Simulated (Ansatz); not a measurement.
`[CH3][SbH][SiH3]` + BH₃ → `[BH2][SbH][SiH3]` + CH₄  (formal exchange of groups at the Sb–C bond)

Calculated with Ansatz (gas phase, PBE0-D4/def2-TZVP geometries, no zero-point term in ΔE). CCSD(T)/CBS is the MP2 limit (def2-TZVPP, def2-QZVPP) plus CCSD(T) − MP2 in def2-TZVPP, frozen cores. This one scheme is used for every species. DFT in def2-TZVPP. B3LYP here is the variant with VWN-RPA as its local correlation; programs differ in this. def2 core potentials past Kr. For Sb outer-core shells are correlated without core-valence functions, which leaves a few kJ/mol of doubt a bond.

```csv
level,ΔE (kJ/mol)
B3LYP-D4,-54.3
r2SCAN,-63.5
r2SCANh,-63.3
r2SCAN0,-63.0
BHLYP,-53.5
CCSD/def2-SVP,-62.8
MP2/def2-TZVPP,-56.6
MP2/def2-QZVPP,-55.8
```

(1) What does CCSD(T)/CBS give? (An estimate is asked.)

Largest T1 diagnostic among the species: 0.015.

Results:

(1) Ansatz gave: -55.2 kJ/mol. The listed levels differ from it by 0.9, -8.3, -8.1, -7.8, 1.7, -7.6, -1.4, -0.6 kJ/mol.

In def2-TZVPP, CCSD(T) changes the Hartree–Fock value by −8.7 kJ/mol (the triples alone add −1.4 kJ/mol) and MP2 by −9.3 kJ/mol. At CCSD(T), def2-SVP lies −9.0 kJ/mol from the extrapolated value and def2-TZVPP −0.8 kJ/mol.
